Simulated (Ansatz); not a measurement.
`[BH2][GeH]([CH3])[OH]` + `CC(F)S` → `[BH2][GeH]([CH3])[F]` + `CC(O)S`  (formal exchange of groups at a Ge–O bond)

Program: Ansatz. Geometries: PBE0-D4/def2-TZVP. ΔE: electronic, gas phase. CCSD(T)/CBS adds triple-zeta CCSD(T) − MP2 to the extrapolated MP2 energy (def2 sets, frozen cores). For Ge outer-core shells are correlated without core-valence functions, which leaves a few kJ/mol of doubt a bond. Scalar relativity is left out up to krypton. One conformer a species, not always the lowest.

```tsv
species	CCSD(T)/CBS(def2) energy (Eh)
`[BH2][GeH]([CH3])[OH]`	-2218.33958
`CC(F)S`	-576.67585
`[BH2][GeH]([CH3])[F]`	-2242.37007
`CC(O)S`	-552.65592
```

Task: Work out ΔE.

Result: ΔE = (-2242.37007) + (-552.65592) − (-2218.33958) − (-576.67585) = -0.01056 Eh = -6.6 kcal/mol.

Largest T1 diagnostic among the species: 0.011.
